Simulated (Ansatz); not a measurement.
System: C$_{2}$H$_{8}$N$_{2}$, charge 0, singlet. C2H8N2 (ethane-1,2-diamine, SMILES NCCN).
B3LYP-D3(BJ)/def2-TZVP minimum from Ansatz (a program for electronic structure):
```
C
H 1 1.0913
H 1 1.1021 2 106.72
N 1 1.4625 2 108.58 3 122.90
H 4 1.0123 1 110.90 2 -54.22
H 4 1.0137 5 107.05 1 120.96
C 1 1.5216 2 108.57 3 -117.10
H 7 1.0913 1 108.57 2 -57.72
H 7 1.1021 8 106.72 1 117.10
N 7 1.4625 8 108.58 9 122.90
H 10 1.0123 7 110.90 8 -54.22
H 10 1.0137 11 107.05 7 120.96
```

Total energies in cc-pVDZ, 26 correlated electrons, 4 frozen orbitals. UHF or UKS for unpaired electrons; spin-orbit terms are left out. Cores are frozen in correlated methods. No relativity.

```tsv
method	program	energy (Eh)	minus CCSDT(Q) (mEh)
HF	Ansatz	-189.28929	703.94
MP2	Ansatz	-189.92305	70.19
CCSD	Ansatz	-189.97294	20.30
CCSD(T)	Ansatz	-189.99114	2.10
CCSDT(Q)	Ansatz	-189.99324	0.00
```

Rough core times of Ansatz's runs on a shared machine: CCSD(T) under 20 s, CCSDT(Q) 40 min.
